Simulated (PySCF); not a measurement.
**Selenium: a sound run and one with changed settings**

Sound run: Se²⁺ [Ar] 3d10 4s2 4p2, Se³⁺ [Ar] 3d10 4s2 4p1. Computed with PySCF 2.14 in cc-pVTZ-PP with ECP10MDF (5s4p3d1f, 39 functions), with scalar relativity through the core potential. The sound run starts from symmetry-adapted Hartree-Fock orbitals and uses a fine grid where one is needed.

A second run was set up differently.

```json
{"species": "Se²⁺", "method": "UHF", "sound run (hartree)": "-370.78217", "changed run (hartree)": "-370.78217", "converged": "yes"}
{"species": "Se²⁺", "method": "B3LYP", "sound run (hartree)": "-372.04740", "changed run (hartree)": "-372.04648", "converged": "yes"}
{"species": "Se²⁺", "method": "TPSS", "sound run (hartree)": "-371.90915", "changed run (hartree)": "-371.95196", "converged": "yes"}
{"species": "Se³⁺", "method": "UHF", "sound run (hartree)": "-369.64341", "changed run (hartree)": "-369.64341", "converged": "yes"}
{"species": "Se³⁺", "method": "B3LYP", "sound run (hartree)": "-370.88843", "changed run (hartree)": "-370.88715", "converged": "yes"}
{"species": "Se³⁺", "method": "TPSS", "sound run (hartree)": "-370.75077", "changed run (hartree)": "-370.79370", "converged": "yes"}
```

Ionisation energy of Se²⁺:

```json
{"method": "UHF", "sound run (eV)": "30.987", "changed run (eV)": "30.987"}
{"method": "B3LYP", "sound run (eV)": "31.537", "changed run (eV)": "31.547"}
{"method": "TPSS", "sound run (eV)": "31.521", "changed run (eV)": "31.518"}
```

What was changed?
A. level shift left on
B. too few SCF iterations
C. minimal basis
D. radial grid too coarse

D. It used radial step 0.5 in ln r (0.13 in the sound run). A coarse radial grid mis-integrates the density and the exchange-correlation energy, with errors of either sign; Hartree-Fock needs no grid.
